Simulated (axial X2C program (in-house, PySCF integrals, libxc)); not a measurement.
**Working with the constants of NiH⁻**

A bond curve at the PBE0 level, 2c, was computed with an in-house relativistic program for diatomic molecules (basis Ni dyall-acv3z [10s10p7d4f2g], H dyall-av3z [7s3p2d] (cores contracted in-house)) for the state Ω = 3 (⟨Sz⟩ = 1.00, ⟨Lz⟩ = 2.00 at PBE0). Its fit gives Re = 1.5234 Å, ωe = 1662.7 cm⁻¹, ωexe = 45.2 cm⁻¹ and αe = 3.020e-01 cm⁻¹; the masses are 57.9353 and 1.0078 u. Two-component means X2C with spin–orbit coupling and atomic mean-field Coulomb and Gaunt terms.

(1) Find the reduced mass, Be and the force constant.

(2) Where do the fundamental and the first overtone lie?

(3) A Morse curve ties αe to the other constants (Pekeris). How well does that hold?

(4) Scale the constants to the deuteride (D 2.0141 u) within the Born–Oppenheimer picture.

(5) Estimate the centrifugal constant by the Kratzer relation.

One determinant describes the state; a PBE0 search over occupations chose it and may have missed a lower one. Density functionals use the spin component along the axis (collinear). PBE0 can misorder states that lie within some tenths of an eV, so this need not be the ground state of the molecule. The nearest other spin-free determinant of the search, M_S = 1, Λ = 1, lies 0.04 eV up at the distance of the search. Without a current term, density functionals place determinants with orbital angular momentum somewhat too high. With several unpaired electrons one determinant need not be a pure state. A state of lower Ω lies just above, and one determinant can place such states too high, so the state shown need not be the lowest. The search has Ω = 2 only 0.07 eV up. The highest occupied level of some functionals is positive through self-interaction error; at Hartree–Fock it is bound.

Results:

(1) From the PBE0 values: μ = 0.9906 u. Be = 16.8576/(μ Re²) = 7.333 cm⁻¹. k = 5.8918×10⁻⁷ μ ωe² = 1.61 mdyn/Å.

(2) ν(1←0) = ωe − 2ωexe = 1572.3 cm⁻¹; ν(2←0) = 2ωe − 6ωexe = 3054.2 cm⁻¹.

(3) αe(Morse) = 6Be²/ωe × (√(ωexe/Be) − 1) = 2.877e-01 cm⁻¹; the PBE0 curve gives 3.020e-01 cm⁻¹, a ratio of 0.95.

(4) ρ = √(μH/μD) = 0.7134; ωe = 1186.1, ωexe = 23, Be = 3.732 cm⁻¹; the zero-point energy falls by 233 cm⁻¹.

(5) D = 4Be³/ωe² = 5.71e-04 cm⁻¹.
